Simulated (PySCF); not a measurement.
Predicted microwave data (PBE0-D3(BJ)/def2-SVP geometry optimisation, gas phase (PySCF)) for one isomer of C3H8BFO:

- Rotational constants: A = 4280, B = 3103, C = 1969 MHz
- Dipole components: |μa| = 1.73 D, |μb| = 0.52 D, |μc| = 0.88 D
- Inertial defect: -24.29 u·Å²
- κ: -0.02

Question: Which structure is it? (One computed conformer of each.)
A. `[CH3:1][CH:2]([CH3:3])[O:4][BH:5][F:6]` with C1–C2–O4–B5 139°, C2–O4–B5–F6 0°
B. `[BH2:1][O:2][C@@H:3]([F:4])[CH2:5][CH3:6]` with H–B1–O2–C3 180° and 1°, B1–O2–C3–F4 111°, O2–C3–C5–C6 64°
C. `[BH3-:1][O+:2]1[CH2:3][CH2:4][C@@H:5]1[F:6]` with B1–O2–C3–C4 136°, O2–C3–C4–C5 -8°, C3–C4–C5–F6 121°, B1–O2–C5–C4 -136°

Answer: B. It is BO[C@@H](F)CC, an asymmetric top, point group C1. The candidates at the same level (rigid rotor, commonest isotopes):

```
               SMILES  A (MHz)  B (MHz)  C (MHz)  μa (D)  μb (D)  μc (D)  Δ (u·Å²)  point group           rotor
[BH3-][O+]1CC[C@@H]1F     4963     3544     2353    3.55    4.26    0.47    -29.66           C1  asymmetric top
             CC(C)OBF     6061     2246     1984    1.60    0.35    0.53    -53.73           C1  asymmetric top
        BO[C@@H](F)CC     4280     3103     1969    1.73    0.52    0.88    -24.29           C1  asymmetric top
```

`[BH3-][O+]1CC[C@@H]1F` has C 20 % too high; `CC(C)OBF` has A 42 % too high. No structure here is proved a minimum.
